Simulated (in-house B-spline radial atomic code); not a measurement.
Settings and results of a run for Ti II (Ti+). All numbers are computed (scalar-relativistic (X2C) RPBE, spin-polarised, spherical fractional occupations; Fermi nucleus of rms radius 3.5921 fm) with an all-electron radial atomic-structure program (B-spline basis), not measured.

Command:
```bash
python run_scf.py task.json out
```
Settings (nuclear radius in fm, mass in u):
```
Z                22
configuration    [Ar] 3d2 4s1
hamiltonian      x2c
method           rpbe,pbe
spin_polarised   True
nucleus          fermi
rms_radius       3.5921
atomic_mass      47.94794
speed_of_light   137.035999084
```

Output (hartree, bohr):
```
 radial grid: 82 intervals, B-splines of order 8, outer radius 60 bohr

 iter        energy (Eh)    residual
    1        -848.205406    3.19e-01
    2        -850.811853    2.75e-01
    3        -853.276306    5.22e-02
    4        -853.415045    1.24e-02
    5        -853.417595    5.43e-03
    6        -853.418618    2.58e-03
    7        -853.418871    1.51e-04
    8        -853.418872    2.39e-05
    9        -853.418872    9.22e-07
   10        -853.418872    5.86e-08

 total energy                      -853.41887
 kinetic                             861.6367
 electron-nucleus                  -2024.4923
 Hartree                             351.5394
 exchange-correlation                -42.1027

 orbital      occ     eigenvalue          <r>       <r^2>       <1/r>     <1/r^3>     <1/r^2>       r_max
 1s up      1.000      -179.0964    0.0693084  0.00647395     22.0262           -     1020.61     0.04524
 1s down    1.000      -179.0956    0.0693087  0.00647398     22.0261           -      1020.6     0.04524
 2s up      1.000       -19.9949     0.324691    0.124766     4.57878           -     92.0793      0.2688
 2s down    1.000       -19.9738     0.324405    0.124526     4.58272           -     92.2235      0.2687
 2p up      3.000       -16.5800     0.289922    0.103726     4.45098     266.103      27.424      0.2196
 2p down    3.000       -16.5637     0.289599    0.103466      4.4546     266.548     27.4611      0.2195
 3s up      1.000        -2.5962      1.00758      1.1711     1.39865           -     12.9771        0.87
 3s down    1.000        -2.5258      1.00663     1.16867     1.39895           -      12.966      0.8701
 3p up      3.000        -1.7213      1.08663       1.391     1.26172     30.4308     3.57005      0.9032
 3p down    3.000        -1.6501      1.08543     1.38819     1.26255     30.4307     3.57087      0.9029
 3d up      2.000        -0.4427      1.51163     2.98596    0.893691     2.01684     1.11429      0.9817
 4s up      1.000        -0.3993      3.14212     11.2326    0.415113           -     1.34984       2.722

 Slater integrals (Eh)
   F0(3d up,3d up)               0.617310
   F2(3d up,3d up)               0.278676
   F4(3d up,3d up)               0.172072
   F0(3d up,4s up)               0.351874
   G2(3d up,4s up)               0.060375
   F0(4s up,4s up)               0.286866
```

Cost of the run: 0.31 s on 1 thread of Arm Neoverse V1, on a shared host.
